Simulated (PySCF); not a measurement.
**Peak assignment**

Cartesian coordinates in Å; atom numbers follow the order of the lines, from 1:
```xyz
20

C     3.175    0.292   -0.136
C     1.746    0.727    0.036
O     1.436    1.886    0.280
C     0.713   -0.265   -0.095
C     0.684   -1.648   -0.362
N    -0.559   -2.077   -0.370
N    -1.334   -1.013   -0.117
C    -2.756   -1.182   -0.063
C    -0.628    0.107    0.059
Si   -1.130    1.879    0.433
H     3.414   -0.474    0.600
H     3.843    1.140   -0.011
H     3.309   -0.139   -1.126
H     1.493   -2.327   -0.543
H    -2.969   -2.232   -0.255
H    -3.138   -0.904    0.920
H    -3.245   -0.565   -0.818
H    -2.608    1.813    0.508
H    -0.652    2.258    1.754
H    -0.799    2.735   -0.698
```

- structure optimised with GFN2-xTB
- GIAO PBE0/pcSseg-1 shieldings
- run in PySCF
- in vacuum, non-relativistic Hamiltonian, averaged over atoms made equivalent by symmetry, fast rotation or ring inversion, one conformer

δ = σ(ref) − σ, references computed at the same level: 13C (186.93 ppm) and 1H (31.72 ppm) vs TMS.

Problem. Assign these signals to the numbered atoms. 13C{1H} NMR (computed): δ 198.6, 149.8, 140.0, 139.2, 40.7, 28.5.

Solution. 
198.6 → C2, ketone carbonyl carbon: low-lying n→π* states of the double bond to the heteroatom give a large paramagnetic term (-258 ppm)
149.8 → C9, substituted aromatic carbon next to a ring nitrogen
140.0 → C5, aromatic CH next to a ring nitrogen
139.2 → C4, substituted aromatic carbon
40.7 → C8, methyl carbon bonded to N: deshielded by the electronegative neighbour
28.5 → C1, methyl carbon α to a carbonyl: α to the electron-withdrawing carbonyl group

C5 and C4 lie closer than the usual error of such a calculation, so a measured spectrum could show them in the other order.

Problem. Assign these signals to the numbered atoms. 1H NMR (600 MHz, computed): δ 7.76 (s, 1H), 4.57 (s, 3H), 4.18 (s, 3H), 2.57 (s, 3H).

Solution. 
| δ (ppm) | atoms | environment | reason |
| --- | --- | --- | --- |
| 7.76 | H14 | hydrogen on an aromatic CH next to a ring nitrogen | ring current plus the deshielding of an ortho carbonyl group |
| 4.57 | H18/H19/H20 | hydrogen on a silicon bonded to C | – |
| 4.18 | H15/H16/H17 | hydrogen on a methyl carbon bonded to N | its carbon carries N, hence the downfield position |
| 2.57 | H11/H12/H13 | hydrogen on a methyl carbon α to a carbonyl | α to C=O |

Shifts are as computed. Against solution values, carbons near 30 ppm lie about +3 ppm off and those near 130 ppm about +5 ppm. Of 1211 compounds with measured shifts, 218 miss one by over three times the rms of a fit or turn the order of signals round; such compounds aren't used in these exercises. Multiplicities follow the n + 1 count of equivalent neighbours, as no J values were calculated; m marks all less simple cases, F and P coupling included.
